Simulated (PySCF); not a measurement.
Compound: CH8OSi2.
Structure used (PBE0-D3(BJ)/def2-SVP), in Å, numbered top down from 1:
```xyz
12
CH8OSi2 angstrom
C      1.9874   -0.5219    0.3267
Si     0.7656    0.6847   -0.4083
O     -0.7678    0.3438    0.1055
Si    -2.1567   -0.2296    0.7712
H      1.7518   -1.5545    0.0264
H      3.0086   -0.2906   -0.0161
H      1.9771   -0.4721    1.4265
H      0.7933    0.6064   -1.9006
H      1.1035    2.0809    0.0043
H     -1.8666   -1.4088    1.6436
H     -2.8006    0.8350    1.5967
H     -3.1017   -0.6485   -0.3063
```

Level of theory: MP2 and CCSD/aug-cc-pVDZ in PySCF, restricted Hartree–Fock reference, 12 core orbitals frozen, non-relativistic, gas phase, PBE0-D3(BJ)/def2-SVP geometry.

E(HF) = -695.34637 Eh.

How large is the problem?

172 basis functions and 50 electrons; 12 orbitals frozen, which leaves o = 13 correlated occupied and v = 147 virtual orbitals. That is o·v = 1911 singles and o·v(o·v + 1)/2 = 1826916 distinct closed-shell doubles amplitudes before symmetry; the costliest CCSD step grows as o²v⁴ = 7.9 × 10^10.

What are the MP2 and CCSD correlation energies?

MP2 -0.5643 Eh and CCSD -0.6240 Eh, which gives totals of -695.91069 and -695.97035 Eh. That is 0.653 eV for each correlated electron at CCSD (1638 kJ/mol in all, 0.090 % of the total energy); MP2 gives 90.4 % of the CCSD value.

What is the T1 diagnostic?

0.0114, below the customary warning level of 0.02. It is the norm of the spatial-orbital singles amplitudes over the root of the number of correlated electrons, so the norm is 0.058.

How does correlation change the dipole moment?

HF gives 0.85 D and CCSD (unrelaxed density) 0.84 D, a change of -0.01 D.

Connected triples and the basis-set limit are missing.

The job also held the EOM ionisation roots. Time: 6.6 min wall. Hardware: an Arm Neoverse V1 with one thread, no GPU, on a shared host.
